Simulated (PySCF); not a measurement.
A structure optimised at PBE0-D3(BJ)/def2-SVP, used in a PySCF frequency run:

```
In
N 1 2.0132
H 2 1.0171 1 115.42
H 2 1.0171 3 109.49 1 -132.25
Cl 1 2.3344 2 121.63 3 -158.23
Cl 1 2.3344 2 121.63 3 28.82
```

Q: Write its SMILES, formula and point group.

A: [NH2][In]([Cl])[Cl], Cl2H2InN, Cs

Q: What are its rotational constants (standard atomic weights)?

A: 3.1217, 1.7996, 1.1435 GHz
